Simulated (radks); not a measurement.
Task: Species: the ytterbium ion Yb47+. Configuration: [Ar] 3d5. Calculated with a radial shooting solver on a logarithmic mesh with Libxc functionals: scalar-relativistic Kohn-Sham, r2SCAN, spin-polarised, spherical densities, finite nucleus; open shells are filled with parallel spins first (spin-orbit coupling, left out, can overturn this in heavy ions); meta-GGA in the generalised Kohn-Sham scheme; Fermi nuclear charge, rms radius 5.3108 fm. Some entries of the table are withheld. Estimate them.

orbital,occ.,eigenvalue (hartree),r(max) (bohr)
1s up,1,-2355.773,0.01237
1s down,1,-2355.771,0.01237
2s up,1,-483.2826,0.07042
2s down,1,-482.0962,0.07034
2p up,3,-438.1525,0.05743
2p down,3,-437.2357,0.05734
3s up,1,-176.8916,0.1938
3s down,1,-175.7010,0.1942
3p up,3,-163.2070,0.1898
3p down,3,-161.9559,0.1902
3d up,5,-148.4489,0.1525
3d down,0,-146.8076,0.1531
4s up,0,-88.91366,0.3987
4s down,0,-88.21517,0.3997
4p up,0,(1),(2)
4p down,0,(3),(4)

Result: 
(1) 4p up eigenvalue (hartree): -83.52801
(2) 4p up r(max) (bohr): 0.4047
(3) 4p down eigenvalue (hartree): -82.80753
(4) 4p down r(max) (bohr): 0.4061
